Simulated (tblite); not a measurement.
Compound: C7H10NO (charge +1).
Structure used (GFN2-xTB), in Å, numbered top down from 1:
```xyz
19
C7H10NO angstrom
C      2.7303    0.2425   -0.0184
O      1.5280   -0.5193   -0.0782
C      0.3563    0.0791    0.0023
C      0.1303    1.4514    0.1492
C     -1.1615    1.9258    0.2195
C     -2.2291    1.0305    0.1431
C     -1.9610   -0.3060   -0.0013
N     -0.7005   -0.7675   -0.0696
C     -0.4272   -2.1802   -0.2216
H      2.7876    0.9524   -0.8454
H      2.8183    0.7651    0.9356
H      3.5336   -0.4856   -0.1084
H      0.9665    2.1284    0.2056
H     -1.3424    2.9829    0.3331
H     -3.2483    1.3747    0.1957
H     -2.7495   -1.0404   -0.0665
H      0.1456   -2.3504   -1.1341
H     -1.3573   -2.7394   -0.2673
H      0.1706   -2.5346    0.6192
```

Method: GFN2-xTB as coded in tblite; computed harmonic values from a numerical Hessian at the method's own geometry, unscaled. Against measured fundamentals such values can be off by several per cent, at times by over 20. One conformer, not necessarily the lowest.

Harmonic wavenumbers (cm⁻¹): 112.3, 129.4, 167.2, 200.8, 221.9, 259.3, 338.9, 410.4, 489.9, 500.2, 510.5, 580.1, 687.9, 782.4, 803.4, 816.0, 871.3, 909.9, 938.5, 1029.1, 1047.7, 1089.8, 1091.6, 1103.9, 1127.0, 1138.0, 1163.0, 1196.7, 1246.9, 1308.3, 1328.1, 1392.0, 1404.0, 1422.2, 1422.7, 1434.6, 1447.4, 1448.0, 1470.8, 1544.8, 1602.7, 2990.7, 2991.4, 3011.4, 3027.4, 3048.8, 3070.7, 3099.7, 3112.6, 3128.5, 3132.3.

A = 2654, B = 1585, C = 1005 MHz; mass 124.076 u (most abundant isotopes); point group Cs, symmetry number 1.

Problem. Zero-point energy?

Solution. Half the sum of the wavenumbers: 34402 cm⁻¹ = 98.36 kcal/mol.

Problem. Entropy at 400 K, 1 bar (ideal gas, RRHO, classical rotation)?

Solution. Translation 41.85, rotation 29.60, vibration 30.56: S = 102.0 cal/(mol K).

Problem. And Cp and H(400 K) − H(0)?

Solution. Cp = 45.51 cal/(mol K), of which vibrations give 37.56 (their classical limit is 51 R = 101.3); H(400 K) − H(0) = 10.19 kcal/mol without the zero-point energy, 7.01 from vibrations.

Problem. What must be added to the electronic energy to get the Gibbs energy at 400 K and 1 bar?

Solution. ZPE + [H(400 K) − H(0)] − T·S = 98.36 + 10.19 − 40.80 = 67.75 kcal/mol.

Problem. How do the functions run with temperature in this model?

Solution. 
| T (K) | S (cal/(mol K)) | Cp (cal/(mol K)) | H − H(0) (kcal/mol) | G − H(0) (kcal/mol) | ln q(vib) |
| --- | --- | --- | --- | --- | --- |
| 150 | 71.9 | 20.5 | 1.99 | -8.79 | 1.44 |
| 250 | 84.5 | 30.1 | 4.51 | -16.62 | 3.38 |
| 298.15 | 90.2 | 35.0 | 6.08 | -20.82 | 4.37 |
| 600 | 123.8 | 62.1 | 21.05 | -53.23 | 11.07 |
| 900 | 152.2 | 77.7 | 42.22 | -94.76 | 17.79 |

q(vib) and H(0) count from the zero-point level.

Problem. Which modes carry the vibrational entropy at 400 K?

Solution. 112.3 cm⁻¹: 3.80; 129.4 cm⁻¹: 3.52; 167.2 cm⁻¹: 3.03; 200.8 cm⁻¹: 2.68; 221.9 cm⁻¹: 2.49; 259.3 cm⁻¹: 2.20 cal/(mol K); the other 45 give 12.85 together.

Hindered rotation and anharmonicity are outside this model. Other conformers, if any are populated, would add a mixing term that is left out.
